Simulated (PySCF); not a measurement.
**C₆ coefficients of unlike pairs at PW91**

Calculated with PySCF 2.14 from the dipole response of each species, C₆(A,B) = (3/π) ∫ α_A(iu) α_B(iu) du, in atomic units, from isotropic polarisabilities. For ions this is the dispersion term alone; charge-induced terms of lower order in 1/R come first.

```tsv
species	configuration	basis	relativity	α (bohr³)	C₆ (like pair)
Lu²⁺	[Xe] 4f14 6s1 (2S)	x2c-TZVPPall with one added diffuse shell each of s, p, d type (12s8p8d2f2g)	spin-free X2C	32.71	203.6
In	[Kr] 4d10 5s2 5p1 (2P)	aug-cc-pVQZ-PP with ECP28MDF (7s7p5d3f2g)	core potential	79.36	804.6
Cl	[Ne] 3s2 3p5 (2P)	aug-cc-pCVTZ-DK with one added diffuse shell each of s, p, d, f type (9s8p6d4f)	spin-free X2C	15.71	99.70
Cl²⁺	[Ne] 3s2 3p3 (4S)	aug-cc-pCVTZ-DK with one added diffuse shell each of s, p, d, f type (9s8p6d4f)	spin-free X2C	5.850	20.84
```

(1) Estimate C₆ for Cl²⁺ with Lu²⁺.

No spin-orbit coupling is included.

The other pairs:

```json
{"pair": "Cl²⁺, Cl", "C₆": "44.87"}
{"pair": "Cl²⁺, In", "C₆": "108.0"}
{"pair": "Cl, In", "C₆": "256.5"}
{"pair": "Cl, Lu²⁺", "C₆": "136.4"}
{"pair": "In, Lu²⁺", "C₆": "398.3"}
```

Results:

(1) The integral gives 59.31. The combination rule 2 C_A C_B / (C_A α_B/α_A + C_B α_A/α_B) gives 55.49 and the geometric mean 65.15.
